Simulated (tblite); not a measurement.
Start geometry of `C(=C(/C)C(Cl)Cl)(/C)CC` from a force field or distance geometry (Å):
```
atom  x, y, z in Å
C1     2.5239   -0.3460    0.3866
C2     1.3526   -0.4807   -0.6210
C3     0.1914    0.2627   -0.2341
C4     0.2965    1.7666   -0.1010
C5    -1.0246   -0.2482    0.0045
C6    -2.1601    0.6621    0.3758
C7    -1.2759   -1.6681   -0.1100
Cl8   -2.5334   -1.8795   -1.3622
Cl9   -2.0337   -2.2572    1.4188
H10    3.4231   -0.5775   -0.1979
H11    2.4310   -1.1540    1.1679
H12    2.5815    0.6511    0.8190
H13    1.7815    0.0082   -1.5250
H14    1.2983   -1.5299   -0.8546
H15   -0.4696    2.3150   -0.6842
H16    0.2302    2.1080    0.9515
H17    1.2857    2.1358   -0.4883
H18   -2.8199    0.7521   -0.5278
H19   -2.7830    0.1984    1.1741
H20   -1.8217    1.6540    0.6978
H21   -0.4828   -2.3559   -0.2905
```

Q: What comes out of this run: GFN2-xTB geometry optimisation, gas phase (tblite 0.8.0)?

A: 
```
atom  x, y, z in Å
C1     2.2928   -0.6351    0.4325
C2     1.4300   -0.2959   -0.7857
C3     0.1811    0.4296   -0.3650
C4     0.2737    1.9273   -0.3336
C5    -0.9536   -0.1713    0.0127
C6    -2.1605    0.6141    0.4415
C7    -1.1097   -1.6515    0.0544
Cl8   -2.4450   -2.1806   -1.0160
Cl9   -1.4731   -2.1903    1.7233
H10    3.2023   -1.1447    0.1239
H11    1.7475   -1.2798    1.1178
H12    2.5681    0.2717    0.9656
H13    2.0017    0.3439   -1.4603
H14    1.1922   -1.2093   -1.3323
H15   -0.4233    2.3676   -1.0462
H16    0.0145    2.3105    0.6522
H17    1.2766    2.2614   -0.5832
H18   -2.4678    1.3040   -0.3431
H19   -2.9910   -0.0487    0.6648
H20   -1.9386    1.2000    1.3330
H21   -0.2267   -2.2057   -0.2569
```

The energy falls by 14.3 kcal/mol over 125 L-BFGS steps, the largest force on an atom goes from 3.13 to 0.010 eV/Å, and the atoms move by 0.465 Å rms after alignment. The bond that changes most is C2–C3 (allylic carbon to fully substituted alkene carbon), which lengthens by 0.072 Å. Bonds longer at the end by more than 0.005 Å: 4 of 20; shorter: 12. Among the angles that change most is C3–C2–H14, from 121.6° to 111.3°. Among the dihedrals that turn most is C7–C5–C6–H18, from -74° to -124°. Rotational constants go from 1557, 699.7, 660.5 to 1442, 752.5, 680.1 MHz. The orientation of the end geometry is arbitrary; only internal coordinates are fixed.

The run took 1.3 s on one thread of an Arm Neoverse V1, shared host.

Its GFN2-xTB frequencies are all real (lowest 30 cm⁻¹). One conformer, not necessarily the lowest.

The numbers are calculated, not measured.
